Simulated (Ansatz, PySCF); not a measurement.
System: GeO, net charge 0, singlet state. SMILES: [O]=[Ge]
Geometry: optimised at B3LYP-D3(BJ)/def2-TZVP (Ansatz, a first-principles code).

Wanted: vertical ionisation energy (to the doublet state of charge +1; each state is the SCF solution reached for its spin; for the doublet the Hartree-Fock reference is unstable and T1 is 0.065; for the singlet T1 is 0.030), in eV. Cores are frozen in the correlated levels unless marked. UHF or UKS for open shells. Spin-orbit coupling is left out. The frozen core is the preceding noble-gas configuration, with the filled d and f shells of earlier blocks. No relativistic terms. 

```csv
level,program,vertical ionisation energy (eV)
PBE/def2-TZVPD,Ansatz,11.02
PBE0/def2-TZVPD,Ansatz,10.99
BHLYP/def2-TZVPD,Ansatz,10.64
wB97M-V/def2-TZVPD,Ansatz,11.07
wB97X-V/def2-TZVPD,Ansatz,11.07
CCSD/aug-cc-pVDZ,Ansatz,10.90
CCSD/def2-SVPD,Ansatz,10.96
CCSD/def2-TZVPPD,Ansatz,10.92
CCSD/def2-QZVPPD,Ansatz,10.97
CCSD(T)/def2-SVPD,Ansatz,11.07
CCSD(T)/aug-cc-pVTZ,Ansatz,11.09
CCSD(T)/def2-TZVPPD,Ansatz,11.06
CCSD(T)/aug-cc-pVQZ,Ansatz,11.13
CCSD(T)/def2-QZVPPD,Ansatz,11.12
```

For comparison, minus the highest occupied orbital energy (PySCF): 11.58 eV at HF/def2-TZVPD, 7.27 eV at M06-L/def2-TZVPD, 7.37 eV at BP86/def2-TZVPD.
